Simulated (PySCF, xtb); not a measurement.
Cd(OH)(SH) (CdH2OS), SMILES [OH][Cd][SH].

GFN2-xTB (xtb) at its own geometry gives an orbital gap of 2.81 eV and a dipole moment of 5.27 D.

Coordinates come from a r2SCAN-D4/def2-TZVP optimisation. The def2 effective core potentials stand for the cores of Cd; spin–orbit coupling is left out. Other conformers were not sampled.

**Question.** What does PBE0/def2-TZVPD run with PySCF give? (The exact figures need the calculation; the answer reports its results.)

**Answer.** gap 5.90 eV (levels -7.43 and -1.53 eV), dipole 1.43 D.
